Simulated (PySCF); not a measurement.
F₂H₅NSSi₂, SMILES N[SiH2]S[SiH](F)F. Atoms are numbered in the order given.

```xyz
11

Si     1.4196     0.3721     0.1383
F      0.4453     1.6107     0.6040
F      1.9456     0.7972    -1.3434
S      0.3058    -1.4233     0.1298
Si    -1.6600    -0.5182    -0.3642
N     -2.4252     0.4249     0.8668
H      2.5939     0.3096     1.0502
H     -2.4951    -1.7283    -0.6431
H     -1.4524     0.3498    -1.5654
H     -1.9490     1.2956     1.1248
H     -2.7651    -0.0543     1.7055
```

Geometry optimised at PBE-D3(BJ)/def2-SVP. The structure was generated by enumeration, and PubChem lists no compound with its InChIKey, so it may never have been made. The values are those of a single conformer.

These are PBE-D3(BJ)/def2-SVP (PySCF) values and carry that method's errors.

Frequencies are harmonic and unscaled.

```json
[
 {"mode": "1", "ν (cm⁻¹)": "32", "IR (km/mol)": "0.7", "moving atoms (share of kinetic energy)": "F 66 %, S 11 %, N 9 %"},
 {"mode": "2", "ν (cm⁻¹)": "84", "IR (km/mol)": "1.0", "moving atoms (share of kinetic energy)": "N 39 %, H 33 %, Si 14 %, F 9 %"},
 {"mode": "3", "ν (cm⁻¹)": "111", "IR (km/mol)": "1.0", "moving atoms (share of kinetic energy)": "F 37 %, Si 32 %, N 13 %, H 10 %"},
 {"mode": "4", "ν (cm⁻¹)": "185", "IR (km/mol)": "2.0", "moving atoms (share of kinetic energy)": "F 41 %, N 24 %, Si 21 %, H 11 %"},
 {"mode": "5", "ν (cm⁻¹)": "231", "IR (km/mol)": "13.4", "moving atoms (share of kinetic energy)": "F 32 %, S 31 %, Si 16 %, N 12 %, H 10 %"},
 {"mode": "6", "ν (cm⁻¹)": "278", "IR (km/mol)": "23.7", "moving atoms (share of kinetic energy)": "F 55 %, S 21 %, Si 12 %, H 11 %"},
 {"mode": "7", "ν (cm⁻¹)": "298", "IR (km/mol)": "20.2", "moving atoms (share of kinetic energy)": "H 86 %"},
 {"mode": "8", "ν (cm⁻¹)": "340", "IR (km/mol)": "10.6", "moving atoms (share of kinetic energy)": "F 44 %, Si 42 %"},
 {"mode": "9", "ν (cm⁻¹)": "430", "IR (km/mol)": "30.5", "moving atoms (share of kinetic energy)": "S 45 %, Si 40 %, H 10 %"},
 {"mode": "10", "ν (cm⁻¹)": "503", "IR (km/mol)": "15.8", "moving atoms (share of kinetic energy)": "H 64 %, Si 26 %"},
 {"mode": "11", "ν (cm⁻¹)": "511", "IR (km/mol)": "352.9", "moving atoms (share of kinetic energy)": "H 65 %, N 22 %"},
 {"mode": "12", "ν (cm⁻¹)": "532", "IR (km/mol)": "57.2", "moving atoms (share of kinetic energy)": "S 37 %, Si 29 %, H 27 %"},
 {"mode": "13", "ν (cm⁻¹)": "724", "IR (km/mol)": "16.3", "moving atoms (share of kinetic energy)": "H 96 %"},
 {"mode": "14", "ν (cm⁻¹)": "768", "IR (km/mol)": "62.6", "moving atoms (share of kinetic energy)": "H 79 %, F 16 %"},
 {"mode": "15", "ν (cm⁻¹)": "799", "IR (km/mol)": "143.8", "moving atoms (share of kinetic energy)": "H 80 %, F 10 %"},
 {"mode": "16", "ν (cm⁻¹)": "813", "IR (km/mol)": "37.0", "moving atoms (share of kinetic energy)": "F 38 %, H 34 %, Si 24 %"},
 {"mode": "17", "ν (cm⁻¹)": "838", "IR (km/mol)": "3.9", "moving atoms (share of kinetic energy)": "H 57 %, N 33 %, Si 9 %"},
 {"mode": "18", "ν (cm⁻¹)": "874", "IR (km/mol)": "149.4", "moving atoms (share of kinetic energy)": "H 74 %, Si 16 %, F 9 %"},
 {"mode": "19", "ν (cm⁻¹)": "889", "IR (km/mol)": "137.3", "moving atoms (share of kinetic energy)": "H 53 %, Si 29 %, N 14 %"},
 {"mode": "20", "ν (cm⁻¹)": "901", "IR (km/mol)": "130.0", "moving atoms (share of kinetic energy)": "H 67 %, Si 13 %, N 12 %, F 8 %"},
 {"mode": "21", "ν (cm⁻¹)": "921", "IR (km/mol)": "137.5", "moving atoms (share of kinetic energy)": "Si 43 %, F 36 %, H 19 %"},
 {"mode": "22", "ν (cm⁻¹)": "1497", "IR (km/mol)": "34.8", "moving atoms (share of kinetic energy)": "H 90 %, N 10 %"},
 {"mode": "23", "ν (cm⁻¹)": "2198", "IR (km/mol)": "67.2", "moving atoms (share of kinetic energy)": "H 98 %"},
 {"mode": "24", "ν (cm⁻¹)": "2214", "IR (km/mol)": "85.2", "moving atoms (share of kinetic energy)": "H 95 %"},
 {"mode": "25", "ν (cm⁻¹)": "2247", "IR (km/mol)": "109.4", "moving atoms (share of kinetic energy)": "H 97 %"},
 {"mode": "26", "ν (cm⁻¹)": "3473", "IR (km/mol)": "30.5", "moving atoms (share of kinetic energy)": "H 96 %"},
 {"mode": "27", "ν (cm⁻¹)": "3570", "IR (km/mol)": "37.3", "moving atoms (share of kinetic energy)": "H 91 %, N 9 %"}
]
```
